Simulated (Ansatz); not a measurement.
Start from `F[Si](F)(Cl)Cl` and change one atom or group to get `F[Si](F)(S)Cl`.

Ansatz, PBE0-D4/def2-TZVP geometries, multiplicity 1. Each molecule was computed in one conformer, which needn't be the lowest.

| property | `F[Si](F)(Cl)Cl` |
| --- | --- |
| HOMO–LUMO gap (ωB97M-V/def2-TZVPP) / eV | 14.34 |
| HOMO energy (ωB97M-V/def2-TZVPP) / eV | -12.17 |
| size of the dipole moment (ωB97M-V/def2-TZVPP) / D | 0.68 |
| HOMO–LUMO gap (B3LYP/def2-TZVPP) / eV | 9.44 |
| LUMO energy (PBE0/def2-TZVPP) / eV | 0.12 |
| HOMO energy (B3LYP/def2-TZVPP) / eV | -9.62 |

Problem. Give the same properties after the change, and the shifts. (Best estimate.)

Solution. The calculation gave: 
```json
{"property": "HOMO–LUMO gap (ωB97M-V/def2-TZVPP) / eV", "`F[Si](F)(S)Cl`": "12.39", "shift": "-1.95"}
{"property": "HOMO energy (ωB97M-V/def2-TZVPP) / eV", "`F[Si](F)(S)Cl`": "-10.62", "shift": "1.55"}
{"property": "size of the dipole moment (ωB97M-V/def2-TZVPP) / D", "`F[Si](F)(S)Cl`": "1.55", "shift": "0.87"}
{"property": "HOMO–LUMO gap (B3LYP/def2-TZVPP) / eV", "`F[Si](F)(S)Cl`": "7.66", "shift": "-1.78"}
{"property": "LUMO energy (PBE0/def2-TZVPP) / eV", "`F[Si](F)(S)Cl`": "-0.23", "shift": "-0.35"}
{"property": "HOMO energy (B3LYP/def2-TZVPP) / eV", "`F[Si](F)(S)Cl`": "-8.14", "shift": "1.48"}
```

With PBE0 the HOMO rises by 1.51 eV and the LUMO falls by 0.35 eV, so the gap narrows by about 1.86 eV. PBE moves the HOMO by 1.34 eV and ωB97M-V by 1.55 eV. The zero-point energy changes by 20.9 kJ/mol with +3 modes. Dipoles are sizes alone; their direction can turn.

B3LYP here is the variant with VWN-RPA as its local correlation; programs differ in this.
